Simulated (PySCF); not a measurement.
Mapped SMILES: `[CH3:1][N:2]1[CH2:3][CH2:4][CH2:5][C@H:6]([SiH3:7])[N:8]1[CH3:9]`. Hydrogens are named by the atom that carries them. Ha(C3), Ha(C4), Ha(C5) are cis to Si7 on the ring; Hb(C3), Hb(C4), Hb(C5) are trans to Si7 on the ring.

[PySCF: shieldings: GIAO PBE0/pcSseg-1; GFN2-xTB geometry; relativity neglected; single conformer; no solvent model; averaged over atoms made equivalent by symmetry, fast rotation or ring inversion]

Task: List the cross peaks expected in HSQC, COSY and HMBC spectra.

Result: 

HSQC (one-bond C–H):
```csv
δH,δC
3.41 (Ha(C3)),45.2 (C3)
3.24 (H(C6)),41.1 (C6)
2.81 (H(C9)),42.0 (C9)
2.76 (H(C1)),42.8 (C1)
2.33 (Hb(C3)),45.2 (C3)
1.95 (Ha(C5)),22.0 (C5)
1.94 (Hb(C4)),21.5 (C4)
1.10 (Ha(C4)),21.5 (C4)
1.10 (Hb(C5)),22.0 (C5)
```

COSY cross peaks (H two or three bonds apart, from the bond graph; peaks can be absent where the dihedral angle is near 90°):
```csv
δH,δH
3.76 (H(Si7)),3.24 (H(C6))
3.41 (Ha(C3)),2.33 (Hb(C3))
3.41 (Ha(C3)),1.94 (Hb(C4))
3.41 (Ha(C3)),1.10 (Ha(C4))
3.24 (H(C6)),1.95 (Ha(C5))
3.24 (H(C6)),1.10 (Hb(C5))
2.33 (Hb(C3)),1.94 (Hb(C4))
2.33 (Hb(C3)),1.10 (Ha(C4))
1.95 (Ha(C5)),1.94 (Hb(C4))
1.95 (Ha(C5)),1.10 (Ha(C4))
1.95 (Ha(C5)),1.10 (Hb(C5))
1.94 (Hb(C4)),1.10 (Ha(C4))
1.94 (Hb(C4)),1.10 (Hb(C5))
1.10 (Ha(C4)),1.10 (Hb(C5))
```

HMBC (two and three bonds, from the bond graph):
```csv
δH,δC
3.76 (H(Si7)),"41.1 (C6), 22.0 (C5)"
3.41 (Ha(C3)),"42.8 (C1), 22.0 (C5), 21.5 (C4)"
3.24 (H(C6)),"42.0 (C9), 22.0 (C5), 21.5 (C4)"
2.81 (H(C9)),41.1 (C6)
2.76 (H(C1)),45.2 (C3)
2.33 (Hb(C3)),"42.8 (C1), 22.0 (C5), 21.5 (C4)"
1.95 (Ha(C5)),"45.2 (C3), 41.1 (C6), 21.5 (C4)"
1.94 (Hb(C4)),"45.2 (C3), 41.1 (C6), 22.0 (C5)"
1.10 (Ha(C4)),"45.2 (C3), 41.1 (C6), 22.0 (C5)"
1.10 (Hb(C5)),"45.2 (C3), 41.1 (C6), 21.5 (C4)"
```

Referencing at the same level of theory: TMS for 1H (31.72 ppm), 13C (186.93 ppm).

Short H···H contacts in this conformer between protons four or more bonds apart (candidates for NOE cross peaks, intensity ∝ r⁻⁶): Ha(C5)···H(C9) 2.32 Å, H(C1)···H(C6) 2.33 Å, H(C1)···Hb(C4) 2.39 Å, H(C1)···Hb(C3) 2.40 Å, Ha(C3)···H(C9) 2.45 Å, Hb(C4)···H(C6) 2.50 Å.

Shifts are as computed. Against solution values, carbons near 30 ppm lie about +3 ppm off and those near 130 ppm about +5 ppm. Of 1211 compounds with measured shifts, 218 miss one by over three times the rms of a fit or turn the order of signals round; such compounds aren't used in these exercises.
